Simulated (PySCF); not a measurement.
Cd(SH)(SiH3) (CdH4SSi), SMILES [SiH3][Cd][SH].

Geometry: PBE0-D3(BJ)/def2-SVP. The def2 effective core potentials stand for the cores of Cd; spin–orbit coupling is left out. The values are those of a single conformer.

Method: PBE/def2-TZVPD run with PySCF.

The molecule is in vacuum.

total energy: -857.58252 hartree
highest occupied level: -5.89 eV
lowest empty level: -1.92 eV
orbital gap: 3.97 eV
dipole moment: 1.64 D
quadrupole, principal values (traceless, Buckingham form, about the centre of nuclear charge): -10.61, 2.12, 8.48 D·Å
mean static polarisability: 97.6 bohr³ (14.46 Å³)
polarisability, principal values: 72.4, 73.6, 146.7 bohr³
